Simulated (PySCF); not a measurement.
Several structures and their simulated spectra, in scrambled order.

A. `CC/C(C)=C\C(F)F`
B. SMILES C=C(C)CC(C)(F)F
C. `C/C(CC)=C\C(F)F`

Spectrum 1. ¹³C{¹H} NMR (computed): δ 159.4 (C), 128.7 (CH), 119.2 (CH), 40.0 (CH2), 18.7 (CH3), 16.2 (CH3).

Spectrum 2. ¹³C{¹H} NMR (computed): δ 159.9 (C), 128.0 (CH), 118.6 (CH), 29.9 (CH2), 27.9 (CH3), 17.5 (CH3).

Spectrum 3. ¹³C{¹H} NMR (computed): δ 151.6 (C), 130.7 (C), 122.4 (CH2), 51.1 (CH2), 26.2 (CH3), 25.2 (CH3).

PySCF calculation with GFN2-xTB geometry and GIAO PBE0/pcSseg-1 shieldings; no solvent model, relativity neglected, averaged over atoms made equivalent by symmetry, fast rotation or ring inversion, one computed conformer.

References, each an isolated molecule treated in the same way: ¹³C (σref 186.93) against TMS. Splittings of carbon signals by F and P are missing where no couplings were computed. Shifts are as computed. Against solution values, carbons near 30 ppm lie about +3 ppm off and those near 130 ppm about +5 ppm (rms about the fit 2.1 ppm; single classes can miss by 10 ppm). Of 1328 compounds with measured shifts, 309 miss one by over three times the rms of a fit or turn the order of signals round; such compounds aren't used in these exercises. Signals without a measured value on file couldn't be tested in this way; 1H shifts scatter by 0.2 ppm about their fit, and single ones miss by 0.5 ppm.

Task: Match each spectrum to its structure.

Result: 1–C, 2–A, 3–B.

- Spectrum 1 (C): 6 ¹³C signals; δC 159.4 is a fully substituted alkene carbon; δC 128.7 is an alkene CH.
- Spectrum 2 (A): 6 ¹³C signals; δC 159.9 is a fully substituted alkene carbon; δC 128.0 is an alkene CH.
- Spectrum 3 (B): 6 ¹³C signals; δC 151.6 is a fully substituted alkene carbon; δC 130.7 is a fully substituted sp3 carbon bonded to 2 F.
